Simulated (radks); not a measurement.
Spherical jellium clusters: N electrons in a uniform positive sphere of charge N and radius rs N^(1/3), rs = 5.76 bohr. Calculated with a radial shooting solver with Libxc functionals: non-relativistic Kohn-Sham, LDA (Slater exchange, Perdew-Wang correlation), spin-polarised, spherical densities. Levels are named by radial order and angular momentum (1s, 1p, 1d, 2s, ...), and open shells are averaged over m.

N = 20, configuration 1s2 1p6 1d10 2s2. This is the lowest configuration that the search found. Occupied and some empty levels:

level  occupation  eigenvalue (eV)  <r> (bohr)
1s              2          -3.2784       10.39
1p              6          -2.9561       11.62
1d             10          -2.4970       12.54
2s              2          -2.0708       9.559
1f              0          -1.9290       13.35
2p              0          -1.4042       11.72
1g              0          -1.2748       14.15

Energy (eV): total -35.5772, kinetic 17.668, external -833.08, Hartree 415.94, exchange-correlation -53.813, background 417.70. Static polarisability (adiabatic kernel): 4689 bohr^3, against R^3 = 3822 for a classical metal sphere.
